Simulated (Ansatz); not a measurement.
`[F][InH][I]` + `CF` → `F[CH2][InH][I]` + H–F at 298.15 K and 1 bar (formal exchange of groups at the In–F bond).

Isolated molecules relaxed with PBE0-D4/def2-TZVP in Ansatz; ΔE leaves out vibrations. CCSD(T)/CBS is the MP2 limit (def2-TZVPP, def2-QZVPP) plus CCSD(T) − MP2 in def2-TZVPP, frozen cores. This one scheme is used for every species. def2 core potentials past Kr. For I, In outer-core shells are correlated without core-valence functions, which leaves a few kJ/mol of doubt a bond. Each species was taken in one conformer, which may not be the lowest.

```
         species  CCSD(T)/CBS energy (Eh)  H − E (kJ/mol)  S (J/(mol·K))
   `[F][InH][I]`               -587.72167            36.9          327.6
            `CF`               -139.63461           113.4          222.6
`F[CH2][InH][I]`               -626.92448           113.0          371.6
             H–F               -100.39570            33.5          173.6
```

H − E and S are ideal-gas, rigid-rotor, harmonic terms from PBE0-D4/def2-TZVP, for one conformer and one mirror image of each species. 1 Eh = 2625.50 kJ/mol, R = 8.31446 J/(mol·K).

Question: By hand: ΔE, ΔH, ΔS and ΔG.

Answer: ΔE = (-626.92448) + (-100.39570) − (-587.72167) − (-139.63461) = 0.03610 Eh = 94.8 kJ/mol. Δ(H − E) = 113.0 + 33.5 − 36.9 − 113.4 = -3.8, so ΔH = 91.0 kJ/mol. ΔS = 371.6 + 173.6 − 327.6 − 222.6 = -5.0 J/(mol·K). ΔG = 91.0 − 298.15 × (-5.0)/1000 = 92.5 kJ/mol.

Question: By hand: the equilibrium constant, and the temperature at which ΔG would vanish if ΔH and ΔS stayed fixed.

Answer: log₁₀ K = −ΔG/(RT ln 10) = -16.2. ΔH and −TΔS have one sign here, so there is no such temperature.

The number of gas molecules stays the same, so ΔS is small and ΔH decides. A doubt of 5 kJ/mol in ΔE shifts log₁₀ K by 0.9 here. Other conformers and mirror images would add mixing entropy, several J/(mol·K) or more a flexible species. Modes under 60 cm⁻¹, often nearly free rotors, make the harmonic entropy too high. These are equilibria of isolated gas molecules and say nothing of rates. Largest T1 diagnostic: 0.014 (customary marks: 0.02 for closed shells, 0.045 for open ones).

ΔS is within the doubt of such terms, so its sign, and with it that verdict, could turn.
